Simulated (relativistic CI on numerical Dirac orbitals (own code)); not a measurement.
**Ir⁴⁺: L2,3 absorption edge**

Computed with this model: Dirac-Coulomb-Breit CI, orbitals from a KLI potential per configuration, QED by a radiative potential, valence Slater integrals scaled by 0.8, multiplet model of core-to-valence dipole absorption; configurations [Xe] 4f14 5d5 → [He] 2s2 2p5 3s2 3p6 3d10 4s2 4p6 4d10 4f14 5s2 5p6 5d6; 300 K; Lorentzian 5 eV and Gaussian 1 eV FWHM. Energies are those of the free ion, without screening or charge transfer. The branching ratio is the share of the lower-energy edge in the whole absorption, uncertain by about 0.02 where the edges overlap. S is read from ⟨S²⟩ = S(S + 1).

Field parameters in Wybourne normalisation: D3d B²₀ = −7Dσ, B⁴₀ = −14Dq − 21Dτ, B⁴₃ = −14√(10/7) Dq. The field is a parameter set, without covalency.

free ion: ground-state S = 2.36, centroid 11505.27 eV, branching ratio 0.821. Peaks (eV, height): 11217.0 (100), 12827.5 (22).

D3d, 10Dq = 40000, Dσ = -1200, Dτ = -370 cm⁻¹: ground-state S = 0.60, centroid 11461.12 eV, branching ratio 0.849. Peaks (eV, height): 11218.0 (100), 12828.5 (19).

The statistical ratio of this edge is 2/3 = 0.667. Values above it arise where the holes sit mainly in the j = l + 1/2 valence subshell or the ground state has high spin; values below it where core-valence Coulomb terms move weight to the upper edge, as in nearly empty shells. At deep edges of heavy elements the radial integrals of the two core levels differ, which raises the baseline.

Strongest unbroadened transitions for free ion:

| Energy (eV) | Relative strength |
| --- | --- |
| 11216.59 | 15.2 |
| 11216.75 | 100.0 |
| 11217.22 | 89.1 |
| 11217.31 | 26.4 |
| 11217.33 | 12.0 |
| 11217.55 | 36.3 |
| 11217.64 | 3.1 |
| 11217.71 | 19.6 |
| 11217.73 | 23.2 |
| 11217.98 | 5.4 |
| 11218.47 | 2.4 |
| 11219.19 | 1.7 |
| 12827.02 | 47.0 |
| 12827.74 | 1.8 |
| 12827.85 | 13.3 |
| 12827.97 | 6.0 |
| 12828.30 | 1.4 |
| 12828.96 | 1.9 |
